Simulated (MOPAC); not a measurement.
Input file for MOPAC: AM1 on GaH3O2 (SMILES [OH][GaH][OH]), a point of a torsion scan.

```
AM1 1SCF PRECISE CHARGE=0 THREADS=1
GaH3O2

O     -1.54259812 1    -0.30505791 1     0.20727265 1
Ga    -0.04893892 1     0.49797028 1     0.04224538 1
O      1.34544207 1    -0.44809242 1    -0.33697512 1
H     -2.17287991 1    -0.85016446 1    -0.25231969 1
H     -0.09557435 1     1.95566080 1     0.41354656 1
H      2.26718940 1    -0.23834178 1    -0.45531699 1
```

Output:

```
*******************************************************************************
 **                                                                           **
 **                              MOPAC v23.2.5                                **
 **                                                                           **
 *******************************************************************************
 ** MOPAC's Digital Object Identifier: https://doi.org/10.5281/zenodo.6511958 **
 **                                                                           **
 ** Please cite the open-source release paper for use of this MOPAC version:  **
 ** J. E. Moussa and J. J. P. Stewart (2026)                                  **
 ** MOPAC: An open-source semiempirical molecular orbital program             **
 ** J. Open Source Softw., 11(119), 8025, https://doi.org/10.21105/joss.08025 **
 *******************************************************************************

                              AM1 CALCULATION RESULTS

 *******************************************************************************
 *  AM1        - The AM1 Hamiltonian to be used
 *
 *
 *
 *                 CHARGE ON SYSTEM = 0
 *
 *
 *
 *  PRECISE    - TIGHTER CRITERIA TO BE USED
 *  1SCF       - DO 1 SCF AND THEN STOP
 *  THREADS=1  - MULTI-THREADING NOT USED
 *  T=         - A TIME OF 172800.0 SECONDS REQUESTED
 *  DUMP=N     - RESTART FILE WRITTEN EVERY 7200.0 SECONDS REQUESTED
 *******************************************************************************
AM1 1SCF PRECISE CHARGE=0 THREADS=1
 GaH3O2

   ATOM   CHEMICAL          X               Y               Z
  NUMBER   SYMBOL      (ANGSTROMS)     (ANGSTROMS)     (ANGSTROMS)

     1       O         -1.54259812  *  -0.30505791  *   0.20727265  *
     2      Ga         -0.04893892  *   0.49797028  *   0.04224538  *
     3       O          1.34544207  *  -0.44809242  *  -0.33697512  *
     4       H         -2.17287991  *  -0.85016446  *  -0.25231969  *
     5       H         -0.09557435  *   1.95566080  *   0.41354656  *
     6       H          2.26718940  *  -0.23834178  *  -0.45531699  *



          CARTESIAN COORDINATES

    NO.       ATOM           X           Y           Z

     1         O         -1.5426     -0.3051      0.2073
     2        Ga         -0.0489      0.4980      0.0422
     3         O          1.3454     -0.4481     -0.3370
     4         H         -2.1729     -0.8502     -0.2523
     5         H         -0.0956      1.9557      0.4135
     6         H          2.2672     -0.2383     -0.4553

  H: (AM1): M.J.S. DEWAR ET AL, J. AM. CHEM. SOC. 107 3902-3909 (1985)
  O: (AM1): M.J.S. DEWAR ET AL, J. AM. CHEM. SOC. 107 3902-3909 (1985)
 Ga: (AM1): J. J. P. STEWART, J. MOL. MOD., 10, 155-164 (2004)

           Empirical Formula: H3 O2 Ga  =     6 atoms



      MOLECULAR POINT GROUP   :   C1


      RHF CALCULATION, NO. OF DOUBLY OCCUPIED LEVELS = 9


 -------------------------------------------------------------------------------
 AM1 1SCF PRECISE CHARGE=0 THREADS=1
 GaH3O2



     1SCF WAS SPECIFIED, SO BFGS WAS NOT USED
     SCF FIELD WAS ACHIEVED


                              AM1 CALCULATION
                                                       MOPAC v23.2.5 Linux




          FINAL HEAT OF FORMATION =        -20.29903 KCAL/MOL =     -84.93114 KJ/MOL


          COSMO AREA              =         88.53 SQUARE ANGSTROMS
          COSMO VOLUME            =         68.82 CUBIC ANGSTROMS

          IONIZATION POTENTIAL    =         10.913077 EV
          HOMO LUMO ENERGIES (EV) =        -10.913 -1.555
          NO. OF FILLED LEVELS    =          9
          MOLECULAR WEIGHT        =        104.7575         POINT GROUP:  C1

          MOLECULAR DIMENSIONS (Angstroms)

            Atom       Atom       Distance
            H     6    H     4     4.48662
            H     5    O     3     2.67131
            H     4    O     1     0.35463


          SCF CALCULATIONS        =          1





   ATOM   CHEMICAL          X               Y               Z
  NUMBER   SYMBOL      (ANGSTROMS)     (ANGSTROMS)     (ANGSTROMS)

     1       O         -1.54259812  *  -0.30505791  *   0.20727265  *
     2      Ga         -0.04893892  *   0.49797028  *   0.04224538  *
     3       O          1.34544207  *  -0.44809242  *  -0.33697512  *
     4       H         -2.17287991  *  -0.85016446  *  -0.25231969  *
     5       H         -0.09557435  *   1.95566080  *   0.41354656  *
     6       H          2.26718940  *  -0.23834178  *  -0.45531699  *

                             CARTESIAN COORDINATES

   1    O       -1.542598120    -0.305057910     0.207272650
   2   Ga       -0.048938920     0.497970280     0.042245380
   3    O        1.345442070    -0.448092420    -0.336975120
   4    H       -2.172879910    -0.850164460    -0.252319690
   5    H       -0.095574350     1.955660800     0.413546560
   6    H        2.267189400    -0.238341780    -0.455316990


           Empirical Formula: H3 O2 Ga  =     6 atoms



      MOLECULAR POINT GROUP   :   C1


                  EIGENVALUES
 -35.93836 -34.57497 -17.51436 -17.18552 -13.89919 -13.62347 -12.66226 -11.49524
 -10.91308  -1.55486  -0.02184   0.07581   0.53146   5.94060   6.27727


              NET ATOMIC CHARGES AND DIPOLE CONTRIBUTIONS

  ATOM NO.   TYPE          CHARGE      No. of ELECS.   s-Pop       p-Pop
    1          O          -0.571496        6.5715     1.80359     4.76791
    2         Ga           0.706467        2.2935     0.29111     2.00242
    3          O          -0.535838        6.5358     1.83993     4.69591
    4          H           0.256277        0.7437     0.74372
    5          H          -0.079654        1.0797     1.07965
    6          H           0.224245        0.7758     0.77576
 DIPOLE           X         Y         Z       TOTAL
 POINT-CHG.     0.409     1.629    -0.518     1.758
 HYBRID         0.233    -0.161    -0.365     0.462
 SUM            0.643     1.468    -0.882     1.829


          ATOMIC ORBITAL ELECTRON POPULATIONS

     Atom    s        px        py        pz
    1  O   1.80359   1.56865   1.63917   1.56009
    2 Ga   0.29111   0.44681   0.91749   0.63812
    3  O   1.83993   1.27609   1.74457   1.67526
    4  H   0.74372
    5  H   1.07965
    6  H   0.77576

 **********************
 *                    *
 * JOB ENDED NORMALLY *
 *                    *
 **********************




 == MOPAC DONE ==
```

The run finished.

Cost: around 0.03 core-seconds (rough).
